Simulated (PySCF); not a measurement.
A side-by-side comparison of computed properties.

First species: C₆H₅ClO₂S₂.
InChI=1S/C6H5ClO2S2/c1-2-5-3-6(10-4-5)11(7,8)9/h2-4H,1H2

Second species: C6H12O2Si.
Z-matrix (Å and degrees, GFN2-xTB geometry), rows numbered from 1:
```
C 
C   1  1.5032
O   2  1.2011  1  125.08
O   2  1.3264  1  112.70  3   179.83
Si  4  1.6674  2  120.96  1  -179.43
C   5  1.8952  4  101.75  2  -179.46
C   6  1.5070  5  110.99  4  -178.33
C   7  1.4964  6  119.76  5    83.46
C   7  1.4989  6  120.43  5   154.19
H   1  1.0854  2  110.07  3     2.38
H   1  1.0874  2  109.33  3   123.63
H   1  1.0876  2  109.11  3  -118.42
H   5  1.4604  4  108.80  2   -60.64
H   5  1.4598  4  108.77  2    61.35
H   6  1.0914  5  110.51  4   -57.09
H   6  1.0928  5  110.44  4    60.40
H   7  1.0828  6  113.44  5   -60.40
H   8  1.0790  7  117.74  9  -107.94
H   8  1.0789  7  118.96  9   108.02
H   9  1.0795  7  118.07  8   107.74
H   9  1.0796  7  118.88  8  -107.96
```

Levels: PBE0/pcSseg-1 for dipole moment, HOMO energy, LUMO energy and HOMO–LUMO gap; GFN2-xTB for rotational constant A and rotational constant C. Geometries: GFN2-xTB. Each structure is a single optimised conformer of the isolated species, non-relativistic unless stated; the electronic structure was computed with PySCF and density fitting.

The conformers computed, where there is a choice (atom-mapped SMILES and torsion angles):
- `[CH2:1]=[CH:2][c:3]1[cH:4][s:5][c:6]([S:7](=[O:8])(=[O:9])[Cl:10])[cH:11]1`: C1–C2–C3–C4 177°, S5–C6–S7–O8 -160°
- `[CH3:1][C:2](=[O:3])[O:4][SiH2:5][CH2:6][CH:7]1[CH2:8][CH2:9]1`: C1–C2–O4–Si5 -179°, C2–O4–Si5–C6 -179°, O4–Si5–C6–C7 -178°, Si5–C6–C7–C8 83°

Values for the first species:

* Dipole moment: 5.23 D
* HOMO energy: -7.31 eV
* LUMO energy: -2.22 eV
* HOMO–LUMO gap: 5.09 eV
* Rotational constant A: 1.345 GHz
* Rotational constant C: 0.420 GHz

Task: Estimate the same properties for the second species, and the change in each.

Result: 
| property | first | second | second less first |
| --- | --- | --- | --- |
| dipole moment | 5.23 D | 2.39 D | -2.84 D |
| HOMO energy | -7.31 eV | -7.80 eV | -0.49 eV |
| LUMO energy | -2.22 eV | 0.25 eV | +2.47 eV |
| HOMO–LUMO gap | 5.09 eV | 8.05 eV | +2.96 eV |
| rotational constant A | 1.345 GHz | 4.754 GHz | +3.409 GHz |
| rotational constant C | 0.420 GHz | 0.488 GHz | +0.068 GHz |

On the first: A dipole of 5.23 D is allowed in C1, and pure rotational transitions are dipole-allowed. In atomic units the dipole is 2.06 e·bohr (1 au = 2.5417 D).

On the second: A dipole of 2.39 D is allowed in C1, and pure rotational transitions are dipole-allowed. The dipole equals about 8.0 × 10⁻³⁰ C·m (1 D = 3.33564 × 10⁻³⁰ C·m).
